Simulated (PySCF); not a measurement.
A structure optimised at PBE-D3(BJ)/def2-SVPD, used in a PySCF frequency run:

```xyz
4

Sb     0.0000     0.0000     0.3834
Br     0.0000     2.7616     0.8440
Br     0.0000     0.0000    -2.2468
Br     0.0000    -2.7616     0.8440
```
Charge -1, spin multiplicity 2.

Q: Write its SMILES, formula and point group.

A: [Br][Sb-]([Br])[Br], Br3Sb, C2v

Q: What are its rotational constants (standard atomic weights)?

A: 0.94448, 0.41467, 0.28816 GHz
